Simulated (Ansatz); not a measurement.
BrCl, SMILES `ClBr`. Charge 0, multiplicity 1. The structure was optimised at the PBE0-D4/def2-TZVP level.

```xyz
2

Cl   -0.680   -0.410    0.712
Br    0.680    0.410   -0.712
```

(1) What is the dipole moment at B3LYP/def2-TZVPP? (Best estimate.)

(2) And with PBE, r2SCAN, ωB97M-V? (An estimate is asked.)

(3) Give the Mulliken charges with B3LYP, ωB97M-V, PBE in def2-TZVPP. (Estimate.)

Results:

(1) The calculation gave: 0.45 D, with components (0.29, 0.17, -0.30) D in this frame, pointing from negative to positive charge.

(2) Computed: PBE 0.43 D, r2SCAN 0.43 D, ωB97M-V 0.47 D.

(3) The calculation gave: 
```json
{"atom": "Cl1", "B3LYP": "-0.08", "ωB97M-V": "-0.07", "PBE": "-0.07"}
{"atom": "Br2", "B3LYP": "0.08", "ωB97M-V": "0.07", "PBE": "0.07"}
```

B3LYP here is the variant with VWN-RPA as its local correlation; programs differ in this.
